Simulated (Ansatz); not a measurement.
One change: `CBNC[SiH3]` becomes `CBN[SiH2]C`.

Ansatz, PBE0-D4/def2-TZVP geometries, multiplicity 1. Each molecule was computed in one conformer, which needn't be the lowest.

```tsv
property	`CBNC[SiH3]`
LUMO energy (PBE/def2-TZVPP) / eV	-0.43
HOMO–LUMO gap (PBE/def2-TZVPP) / eV	5.68
LUMO energy (B3LYP/def2-TZVPP) / eV	0.25
HOMO energy (PBE0/def2-TZVPP) / eV	-7.32
size of the dipole moment (ωB97M-V/def2-TZVPP) / D	1.22
HOMO energy (ωB97M-V/def2-TZVPP) / eV	-9.59
```

**Question.** What does the change do to each property? (An estimate is asked.)

**Answer.** Computed: 
```csv
property,`CBN[SiH2]C`,shift
LUMO energy (PBE/def2-TZVPP) / eV,-0.70,-0.27
HOMO–LUMO gap (PBE/def2-TZVPP) / eV,6.09,0.41
LUMO energy (B3LYP/def2-TZVPP) / eV,0.05,-0.20
HOMO energy (PBE0/def2-TZVPP) / eV,-8.06,-0.74
size of the dipole moment (ωB97M-V/def2-TZVPP) / D,1.01,-0.21
HOMO energy (ωB97M-V/def2-TZVPP) / eV,-10.35,-0.76
```

With PBE0 the HOMO falls by 0.74 eV and the LUMO falls by 0.21 eV, so the gap widens by about 0.53 eV. PBE moves the HOMO by -0.67 eV and ωB97M-V by -0.76 eV. Dipoles are sizes alone; their direction can turn.

B3LYP here is the variant with VWN-RPA as its local correlation; programs differ in this.
